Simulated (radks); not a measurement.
Results of a calculation; reference values are marked as such.
Task: Orbital eigenvalues (eV) of the aluminium ion Al2+, [Ne] 3s1, of relativity; Dirac values are averaged over j with weights 2j + 1. Spin-unpolarised spherical Kohn-Sham, BLYP, point nucleus unless stated (finite: rms radius 3.061 fm), a radial shooting solver on a logarithmic mesh with Libxc functionals. A level marked "c x" has the speed of light scaled by that factor.

| shell | non-rel. |
|---|---|
| 1s | -1530.0 |
| 2s | -128.11 |
| 2p | -90.285 |
| 3s | -23.799 |
| 3p (empty) | -17.279 |

Give the values at the level "Dirac, c x 10".

Result: 
shell       Dirac, c x 10  change of magnitude (%)
1s                -1530.0                    0.00
2s                -128.11                    0.00
2p                -90.285                    0.00
3s                -23.800                    0.00
3p (empty)        -17.279                    0.00
